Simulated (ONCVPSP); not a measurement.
## Cutoff test, magnesium (Mg), ONCV

| Property | Result |
| --- | --- |
| Element | magnesium (Mg) |
| Generator | ONCVPSP 4.0.1 |
| Type | optimised norm-conserving Vanderbilt (ONCV) |
| Functional | PBE |
| Relativity | scalar-relativistic |
| Frozen core | [He] |
| Valence charge | 10 |
| Reference configuration | 2s2 2p6 3s2 |
| Partial waves | 2s+3s: rc 1.00 bohr, ncon 3, nbas 6, qcut 11.4 1/bohr, 2 projectors; 2p: rc 0.70 bohr, ncon 3, nbas 6, qcut 19.1 1/bohr, 3 projectors, debl 3.6 Ha; d scattering state at 0.2 Ha: rc 0.95 bohr, ncon 4, nbas 9, qcut 10.2 1/bohr, 2 projectors, debl 0.8 Ha |
| Local potential | polynomial inside 0.70 bohr (lpopt 3, dvloc0 0 Ha) |
| Core correction | polynomial model core, fcfact 0.7 |

Task: For each optimised wave give the share of its norm inside rc, the residual kinetic energy above qcut (Ha) and the cutoffs (Ha) for errors of 10, 1, 0.1 and 0.01 mHa per electron.

Result:

| wave | norm inside rc | residual KE | 10 mHa | 1 mHa | 0.1 mHa | 0.01 mHa |
| --- | --- | --- | --- | --- | --- | --- |
| 2s | 0.851 | 2.1e-06 | 14.8 | 36.2 | 48.8 | 57.6 |
| 3s | 0.023 | 2.6e-07 | 9.3 | 14.7 | 39.7 | 51.7 |
| 2p | 0.596 | 2.2e-06 | 104.0 | 130.9 | 151.7 | 168.2 |
| p projector 2 | 0.041 | 5.9e-07 | 80.3 | 113.5 | 140.2 | 161.1 |
| p projector 3 | 0.029 | 1.9e-06 | 87.5 | 121.3 | 148.8 | 169.2 |
| d projector 1 | 0.002 | 1.1e-06 | 2.0 | 9.0 | 23.4 | 37.9 |
| d projector 2 | 0.015 | 1.2e-05 | 10.2 | 25.1 | 39.7 | 53.4 |

The occupied waves need 131 Ha and 152 Ha for 1 and 0.1 mHa. Rows with under 1 % of the norm inside rc give no meaningful cutoff.
